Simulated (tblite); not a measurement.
Isomers of C7H7N. Calculated harmonic vibrations of the isolated species, GFN2-xTB (tblite), most abundant isotopes, no scaling. The method is semi-empirical: single wavenumbers can be off by several per cent or more. One conformer each.

Electronic energies: GFN2-xTB at the same geometries; isomer energies are rough at this level and their order can be wrong.

```csv
SMILES,"electronic energy, lowest = 0 (kJ/mol)"
N#C[C@@H]1[C@H]2C[C@@H]3[C@H]2[C@H]13,14.6
[H]/N=C/C=C1C=CC=C1,0.0
N#C[C@]12C[C@@H]3[C@H](C1)[C@@H]32,8.6
```

**Question.** How do GFN2-xTB zero-point energies change the relative energies?

**Answer.** 
```json
{"SMILES": "[H]/N=C/C=C1C=CC=C1", "ZPE (kJ/mol)": "305.8", "of it from modes above 1550 cm⁻¹": "160.1", "electronic (kJ/mol)": "0.0", "with ZPE, lowest = 0 (kJ/mol)": "0.0", "lowest mode (cm⁻¹)": "82", "rings": "1"}
{"SMILES": "N#C[C@]12C[C@@H]3[C@H](C1)[C@@H]32", "ZPE (kJ/mol)": "314.6", "of it from modes above 1550 cm⁻¹": "142.1", "electronic (kJ/mol)": "8.6", "with ZPE, lowest = 0 (kJ/mol)": "17.4", "lowest mode (cm⁻¹)": "147", "rings": "3"}
{"SMILES": "N#C[C@@H]1[C@H]2C[C@@H]3[C@H]2[C@H]13", "ZPE (kJ/mol)": "314.4", "of it from modes above 1550 cm⁻¹": "141.9", "electronic (kJ/mol)": "14.6", "with ZPE, lowest = 0 (kJ/mol)": "23.3", "lowest mode (cm⁻¹)": "131", "rings": "3"}
```

The zero-point energies span 8.8 kJ/mol, from `[H]/N=C/C=C1C=CC=C1` to `N#C[C@]12C[C@@H]3[C@H](C1)[C@@H]32`. The order is unchanged.

**Question.** What do entropy and thermal enthalpy add at 298.15 K and 1 bar (rigid rotor, harmonic oscillator, one conformer each)?

**Answer.** 
| SMILES | point group | symmetry number | S (J/(mol K)) | H − H(0) (kJ/mol) | ZPE + H − H(0) − TS (kJ/mol) |
| --- | --- | --- | --- | --- | --- |
| [H]/N=C/C=C1C=CC=C1 | Cs | 1 | 351.6 | 21.53 | 222.5 |
| N#C[C@]12C[C@@H]3[C@H](C1)[C@@H]32 | Cs | 1 | 327.7 | 18.54 | 235.4 |
| N#C[C@@H]1[C@H]2C[C@@H]3[C@H]2[C@H]13 | C1 | 1 | 327.8 | 18.41 | 235.1 |
